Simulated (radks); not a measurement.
Task: The tantalum ion Ta12+ is in [Kr] 4d10 4f12 5s2 5p1. Calculated with a radial shooting solver on a logarithmic mesh with Libxc functionals: scalar-relativistic Kohn-Sham, r2SCAN, spin-polarised, spherical densities, finite nucleus; meta-GGA in the generalised Kohn-Sham scheme; Fermi nuclear charge, rms radius of each element as measured or else 0.836 A^(1/3) + 0.57 fm. Open shells are filled with parallel spins first. One electron is removed from 5s, 5p, 4d, 4f in turn, with full relaxation. Which removal costs least, and what does each cost?

Result: 5p 243.62 eV; 4f 264.35 eV; 5s 282.94 eV; 4d 469.86 eV. The 5p electron leaves first.
